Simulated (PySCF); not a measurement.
Si(F)(OH)2(SiH3) (FH₅O₂Si₂), SMILES O[Si](O)(F)[SiH3].

Coordinates come from a B3LYP-D3(BJ)/def2-SVP optimisation. This is a generated structure with no PubChem entry under its InChIKey; it may be hypothetical. One conformer was computed; it need not be the lowest.

The numbers are results of B3LYP-D3(BJ)/def2-SVP in PySCF 2.14.0, not measurements.

Frequencies are harmonic and unscaled.

```json
[
 {"mode": "1", "ν (cm⁻¹)": "103", "IR (km/mol)": "1.3", "Raman (Å⁴/amu)": "0.1", "depolarisation": "0.60", "moving atoms (share of kinetic energy)": "H 93 %"},
 {"mode": "2", "ν (cm⁻¹)": "129", "IR (km/mol)": "15.7", "Raman (Å⁴/amu)": "0.9", "depolarisation": "0.74", "moving atoms (share of kinetic energy)": "O 37 %, H 32 %, Si 18 %, F 13 %"},
 {"mode": "3", "ν (cm⁻¹)": "131", "IR (km/mol)": "3.4", "Raman (Å⁴/amu)": "0.6", "depolarisation": "0.74", "moving atoms (share of kinetic energy)": "O 36 %, F 30 %, Si 21 %, H 13 %"},
 {"mode": "4", "ν (cm⁻¹)": "192", "IR (km/mol)": "59.4", "Raman (Å⁴/amu)": "1.3", "depolarisation": "0.75", "moving atoms (share of kinetic energy)": "H 68 %, O 18 %, Si 8 %"},
 {"mode": "5", "ν (cm⁻¹)": "216", "IR (km/mol)": "56.1", "Raman (Å⁴/amu)": "2.7", "depolarisation": "0.74", "moving atoms (share of kinetic energy)": "H 75 %, O 12 %, Si 8 %"},
 {"mode": "6", "ν (cm⁻¹)": "288", "IR (km/mol)": "40.4", "Raman (Å⁴/amu)": "5.9", "depolarisation": "0.41", "moving atoms (share of kinetic energy)": "Si 43 %, O 28 %, F 17 %, H 12 %"},
 {"mode": "7", "ν (cm⁻¹)": "307", "IR (km/mol)": "45.3", "Raman (Å⁴/amu)": "0.8", "depolarisation": "0.60", "moving atoms (share of kinetic energy)": "O 39 %, F 34 %, H 14 %, Si 13 %"},
 {"mode": "8", "ν (cm⁻¹)": "352", "IR (km/mol)": "93.7", "Raman (Å⁴/amu)": "0.7", "depolarisation": "0.74", "moving atoms (share of kinetic energy)": "O 48 %, H 37 %, F 9 %"},
 {"mode": "9", "ν (cm⁻¹)": "480", "IR (km/mol)": "73.1", "Raman (Å⁴/amu)": "10.1", "depolarisation": "0.06", "moving atoms (share of kinetic energy)": "Si 61 %, O 16 %, H 13 %, F 10 %"},
 {"mode": "10", "ν (cm⁻¹)": "533", "IR (km/mol)": "11.4", "Raman (Å⁴/amu)": "8.7", "depolarisation": "0.73", "moving atoms (share of kinetic energy)": "H 81 %, Si 14 %"},
 {"mode": "11", "ν (cm⁻¹)": "533", "IR (km/mol)": "24.2", "Raman (Å⁴/amu)": "7.7", "depolarisation": "0.75", "moving atoms (share of kinetic energy)": "H 82 %, Si 14 %"},
 {"mode": "12", "ν (cm⁻¹)": "761", "IR (km/mol)": "171.5", "Raman (Å⁴/amu)": "2.9", "depolarisation": "0.26", "moving atoms (share of kinetic energy)": "H 48 %, O 34 %, F 13 %"},
 {"mode": "13", "ν (cm⁻¹)": "784", "IR (km/mol)": "174.4", "Raman (Å⁴/amu)": "2.4", "depolarisation": "0.53", "moving atoms (share of kinetic energy)": "H 66 %, O 32 %"},
 {"mode": "14", "ν (cm⁻¹)": "839", "IR (km/mol)": "276.0", "Raman (Å⁴/amu)": "3.8", "depolarisation": "0.66", "moving atoms (share of kinetic energy)": "H 59 %, Si 20 %, F 14 %"},
 {"mode": "15", "ν (cm⁻¹)": "901", "IR (km/mol)": "84.4", "Raman (Å⁴/amu)": "3.3", "depolarisation": "0.75", "moving atoms (share of kinetic energy)": "H 53 %, Si 26 %, F 19 %"},
 {"mode": "16", "ν (cm⁻¹)": "922", "IR (km/mol)": "45.8", "Raman (Å⁴/amu)": "5.6", "depolarisation": "0.62", "moving atoms (share of kinetic energy)": "Si 34 %, H 33 %, O 29 %"},
 {"mode": "17", "ν (cm⁻¹)": "938", "IR (km/mol)": "14.4", "Raman (Å⁴/amu)": "23.4", "depolarisation": "0.75", "moving atoms (share of kinetic energy)": "H 92 %"},
 {"mode": "18", "ν (cm⁻¹)": "946", "IR (km/mol)": "110.2", "Raman (Å⁴/amu)": "22.4", "depolarisation": "0.75", "moving atoms (share of kinetic energy)": "H 84 %, Si 9 %"},
 {"mode": "19", "ν (cm⁻¹)": "978", "IR (km/mol)": "151.9", "Raman (Å⁴/amu)": "3.9", "depolarisation": "0.72", "moving atoms (share of kinetic energy)": "Si 44 %, O 34 %, H 18 %"},
 {"mode": "20", "ν (cm⁻¹)": "2213", "IR (km/mol)": "64.1", "Raman (Å⁴/amu)": "181.5", "depolarisation": "0.10", "moving atoms (share of kinetic energy)": "H 98 %"},
 {"mode": "21", "ν (cm⁻¹)": "2225", "IR (km/mol)": "75.6", "Raman (Å⁴/amu)": "147.1", "depolarisation": "0.27", "moving atoms (share of kinetic energy)": "H 97 %"},
 {"mode": "22", "ν (cm⁻¹)": "2231", "IR (km/mol)": "88.2", "Raman (Å⁴/amu)": "107.6", "depolarisation": "0.72", "moving atoms (share of kinetic energy)": "H 96 %"},
 {"mode": "23", "ν (cm⁻¹)": "3851", "IR (km/mol)": "95.8", "Raman (Å⁴/amu)": "202.8", "depolarisation": "0.31", "moving atoms (share of kinetic energy)": "H 94 %"},
 {"mode": "24", "ν (cm⁻¹)": "3875", "IR (km/mol)": "109.5", "Raman (Å⁴/amu)": "91.8", "depolarisation": "0.25", "moving atoms (share of kinetic energy)": "H 94 %"}
]
```
